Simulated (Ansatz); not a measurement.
```xyz
15

C    -0.869   -2.285   -0.911
C    -0.655   -1.477    0.124
Si    0.539   -0.060    0.069
O     1.596   -0.249   -1.179
O     1.267   -0.073    1.546
C    -0.264    1.581   -0.242
C    -0.550    2.444    0.730
H    -0.337   -2.160   -1.851
H    -1.584   -3.102   -0.874
H    -1.225   -1.646    1.036
H     2.075   -1.079   -1.212
H     1.890    0.635    1.721
H    -0.535    1.846   -1.263
H    -0.312    2.230    1.769
H    -1.037    3.396    0.539
```

Total charge 0; spin multiplicity 1.

(1) List the B3LYP/def2-TZVPP orbital energies in eV (the Gaussian-basis code of Ansatz). (An estimate is asked.)

Results:

(1) Ansatz gave: Occupied: -1799.41, -520.45, -520.45, -277.04, -277.04, -276.53, -276.53, -143.80, -99.16, -99.13, -99.09, -27.62, -27.11, -20.94, -20.76, -16.46, -15.61, -14.72, -14.19, -12.84, -12.80, -11.48, -11.14, -10.91, -10.26, -9.81, -9.01, -8.84, -8.17, -7.98, -7.53. Lowest empty: -0.97, -0.14, 0.59, 0.96, 1.88, 1.89, 2.37, 2.70.

B3LYP here is the variant with VWN-RPA as its local correlation; programs differ in this.
